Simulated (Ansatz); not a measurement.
Ti₂S₃, relaxed as a singlet with RKS PBE-D4/def2-SVP in Ansatz, starting from the GFN2-xTB geometry. Force threshold 0.02 eV/Å.

The structure comes from a short search, and lower isomers may exist.

Start:

Cartesian coordinates in Å:
```
Ti -0.362 -1.358 1.446
Ti -1.341 0.159 -0.775
S -0.335 -1.342 -2.091
S 1.564 0.758 1.394
S 0.473 1.783 0.026
```

```json
{"step": "1", "energy (eV)": "-78693.8241", "largest force component (eV/Å)": "3.264", "SCF passes": "76"}
{"step": "2", "energy (eV)": "-78695.2932", "largest force component (eV/Å)": "2.890", "SCF passes": "41"}
{"step": "3", "energy (eV)": "-78696.1002", "largest force component (eV/Å)": "1.605", "SCF passes": "35"}
{"step": "4", "energy (eV)": "-78696.6996", "largest force component (eV/Å)": "1.107", "SCF passes": "32"}
{"step": "5", "energy (eV)": "-78697.4074", "largest force component (eV/Å)": "1.084", "SCF passes": "37"}
{"step": "6", "energy (eV)": "-78697.9357", "largest force component (eV/Å)": "0.758", "SCF passes": "49"}
{"step": "7", "energy (eV)": "-78698.0501", "largest force component (eV/Å)": "0.559", "SCF passes": "33"}
{"step": "8", "energy (eV)": "-78698.1579", "largest force component (eV/Å)": "0.813", "SCF passes": "34"}
{"step": "9", "energy (eV)": "-78698.3898", "largest force component (eV/Å)": "0.672", "SCF passes": "39"}
{"step": "10", "energy (eV)": "-78698.5154", "largest force component (eV/Å)": "0.739", "SCF passes": "41"}
{"step": "11", "energy (eV)": "-78698.6899", "largest force component (eV/Å)": "0.802", "SCF passes": "48"}
{"step": "12", "energy (eV)": "-78698.8572", "largest force component (eV/Å)": "0.677", "SCF passes": "41"}
{"step": "13", "energy (eV)": "-78698.9668", "largest force component (eV/Å)": "0.450", "SCF passes": "52"}
{"step": "14", "energy (eV)": "-78699.0438", "largest force component (eV/Å)": "1.053", "SCF passes": "42"}
{"step": "15", "energy (eV)": "-78699.1519", "largest force component (eV/Å)": "0.977", "SCF passes": "50"}
{"step": "16", "energy (eV)": "-78699.4071", "largest force component (eV/Å)": "0.691", "SCF passes": "38"}
{"step": "17", "energy (eV)": "-78699.6174", "largest force component (eV/Å)": "0.520", "SCF passes": "39"}
{"step": "18", "energy (eV)": "-78699.8252", "largest force component (eV/Å)": "0.515", "SCF passes": "38"}
{"step": "19", "energy (eV)": "-78700.0551", "largest force component (eV/Å)": "0.569", "SCF passes": "37"}
{"step": "20", "energy (eV)": "-78700.3744", "largest force component (eV/Å)": "0.852", "SCF passes": "45"}
{"step": "21", "energy (eV)": "-78700.7870", "largest force component (eV/Å)": "1.126", "SCF passes": "29"}
{"step": "22", "energy (eV)": "-78701.1366", "largest force component (eV/Å)": "0.551", "SCF passes": "27"}
{"step": "23", "energy (eV)": "-78701.2014", "largest force component (eV/Å)": "0.021", "SCF passes": "29"}
{"step": "24", "energy (eV)": "-78701.2015", "largest force component (eV/Å)": "0.038", "SCF passes": "24"}
{"step": "25", "energy (eV)": "-78701.2015", "largest force component (eV/Å)": "0.020", "SCF passes": "25"}
```

Force components are those of the run's own axes.

End:

Cartesian coordinates in Å:
```
Ti 1.099 0.081 -0.298
Ti -1.099 -0.082 0.298
S -0.267 -1.414 -1.374
S 0.538 -0.498 1.850
S -0.270 1.913 -0.475
```

Bonds lost: S4–S5 (atoms count from 1). Bonds formed: Ti1–S3, Ti1–S5, Ti2–S4 (atoms count from 1). The end is the same structure that another start reached, the lowest one found.

No frequencies were taken in this run, so the end may be a saddle point.

Hardware: 4 threads of Intel Xeon on a shared host. Wall time 2.3 min.
